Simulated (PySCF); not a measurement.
**C₉H₁₀O₂: calculation and literature**

Geometry:
```tsv
atom	x (Å)	y (Å)	z (Å)
C1	4.033	0.295	0.918
O2	2.617	0.364	0.886
C3	2.022	-0.281	-0.133
O4	2.641	-0.884	-0.976
C5	0.548	-0.164	-0.097
C6	-0.192	-0.794	-1.095
C7	-1.570	-0.712	-1.095
C8	-2.240	-0.003	-0.102
C9	-3.733	0.100	-0.115
C10	-1.493	0.625	0.890
C11	-0.115	0.549	0.899
H12	4.456	0.724	0.007
H13	4.363	-0.743	1.001
H14	4.346	0.866	1.789
H15	0.335	-1.343	-1.861
H16	-2.138	-1.205	-1.870
H17	-4.180	-0.776	-0.578
H18	-4.125	0.208	0.894
H19	-4.038	0.976	-0.689
H20	-2.004	1.178	1.665
H21	0.456	1.037	1.672
```

What is known from experiment: δ 17O O4 334.3; O2 125.0 ppm (measured; solution, CD3CN, 313 K; ARKIVOC 2009 (viii) 212).

Theoretical values (PySCF 2.14.0 with density-fitted response routines): shielding tensors at PBE0/pcSseg-1 (GIAO), GFN2-xTB geometry. No solvent, single conformer, rapidly exchanging positions averaged, relativity neglected.

**Question.** Set the calculated values beside the experiment.

**Answer.** 
Reference values: measured (solution, CD3CN, 313 K; ARKIVOC 2009 (viii) 212).
```json
{"atoms": "O4", "quantity": "δ 17O vs H2O (external)", "reference": "334.3", "computed": "–", "computed, scaled": "337.3"}
{"atoms": "O2", "quantity": "δ 17O vs H2O (external)", "reference": "125.0", "computed": "–", "computed, scaled": "121.8"}
```

Computed shifts are σ(ref) − σ with the named reference compound (TMS for H and C) calculated as an isolated molecule at the same level. The measured values may be among those fitted. Shieldings were converted by a linear fit to measured shifts: 17O (scatter 10.7 ppm rms, 12.2 ppm with the 3 outliers that the fit left out vs liquid water, solution or neat liquid). Occasional misses reach two or three times the rms, and more in compound classes unlike the fitted ones.
